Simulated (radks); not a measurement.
Neutral cobalt inside a hard spherical wall (all orbitals vanish at R), configuration held at [Ar] 3d7 4s2 and not refilled when levels cross. Method: non-relativistic Kohn-Sham, r2SCAN, spin-unpolarised, spherical densities, point nucleus; meta-GGA in the generalised Kohn-Sham scheme; computed with a radial shooting solver on a logarithmic mesh with Libxc functionals. Eigenvalues in eV, with the zero of energy where the potential of the charges vanishes at infinity; a dash marks a level that is unbound or too diffuse for the functional's potential to be trusted. A positive occupied level is held by the wall or, in an anion where self-interaction has pushed it up, behind a barrier. The pressure on the wall is -dE/dV.

\begin{tabular}{lrrrrrrrrr}
R (bohr) & E (hartree) & kinetic (hartree) & e(3s) & e(3p) & e(3d) & e(4s) & e(4p, empty) & e(5s, empty) & pressure (GPa) \\ \hline
free & -1382.55775 & 1381.493 & -103.46 & -67.255 & -8.651 & -5.582 & -1.010 & - & 0 \\
20 & -1382.55775 & 1381.493 & -103.46 & -67.255 & -8.651 & -5.582 & -1.010 & - & < 0.0001 \\
15 & -1382.55775 & 1381.493 & -103.46 & -67.255 & -8.651 & -5.582 & -1.009 & 2.369 & < 0.0001 \\
12 & -1382.55774 & 1381.493 & -103.46 & -67.253 & -8.649 & -5.580 & -1.000 & 2.811 & 0.000323 \\
10 & -1382.55755 & 1381.495 & -103.44 & -67.236 & -8.632 & -5.567 & -0.955 & 3.493 & 0.00580 \\
8 & -1382.55538 & 1381.513 & -103.32 & -67.107 & -8.507 & -5.457 & -0.694 & 5.551 & 0.106 \\
6 & -1382.53109 & 1381.655 & -102.54 & -66.333 & -7.761 & -4.696 & 0.690 & 12.531 & 2.08 \\
\end{tabular}
